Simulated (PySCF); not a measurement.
# `C[O+](C)[AlH2-][C](F)(F)F`, C3H8AlF3O

Geometry (Å), atoms numbered from 1 in this order:
```xyz
16

C    -0.941   -1.436    0.328
O    -0.680   -0.065    0.083
C    -1.844    0.736    0.069
Al    0.818    1.036   -0.248
C     2.288   -0.410   -0.166
F     2.804   -1.081   -1.208
F     3.044   -0.752    0.890
F     2.736    0.990   -0.437
H     0.020   -1.949    0.324
H    -1.582   -1.848   -0.456
H    -1.422   -1.565    1.301
H    -2.352    0.700    1.035
H    -1.506    1.752   -0.130
H    -2.526    0.415   -0.722
H     0.431    1.526   -1.674
H     0.705    1.961    0.999
```

Theory: GIAO KT3/pcSseg-1 magnetisability, rotational g tensor and spin-rotation constants, non-relativistic, gas phase (PySCF 2.14.0). Geometry: GFN2-xTB.

(1) Give the nuclear spin-rotation constants along the inertial axes (H = +C I·J) beside the isotropic shieldings.

(2) How do the rotational constants and the g tensor change when H9, H10, H11, H12, H13, H14, H15, H16 are replaced by deuterium?

Results:

(1) Rotational constants 2.7690, 0.9989, 0.8597 GHz. A star marks the isotopologue with that one atom substituted, in its own axes.
```csv
atom,isotope,Caa (kHz),Cbb (kHz),Ccc (kHz),mean (kHz),σ (ppm)
Al4,27Al,1.618,0.554,0.277,0.816,485.5
F6,19F,4.608,1.375,1.231,2.404,212.7
F7,19F,4.526,1.372,1.245,2.381,213.6
F8,19F,6.289,1.018,0.961,2.756,216.4
H9,1H,0.102,-0.078,-0.096,-0.024,27.4
H10,1H,-0.188,-0.096,-0.004,-0.096,28.3
H11,1H,-0.180,-0.096,-0.007,-0.094,28.3
H12,1H,-0.184,-0.097,-0.008,-0.096,28.5
H13,1H,-0.215,0.042,-0.100,-0.091,27.3
H14,1H,-0.186,-0.097,-0.007,-0.097,28.5
H15,1H,-0.188,-0.051,-0.005,-0.081,28.1
H16,1H,-0.188,-0.051,-0.005,-0.081,28.1
C1,13C*,0.688,0.135,0.205,0.343,123.8
O2,17O*,-0.103,-0.074,-0.062,-0.080,321.3
C5,13C*,0.871,0.363,0.327,0.520,28.5
```
For the geometry as given, no vibrational averaging.

(2) Constants 2.4076, 0.9044, 0.7725 GHz; g -0.0342, -0.0086, -0.0070, against -0.0393, -0.0090, -0.0073 before.
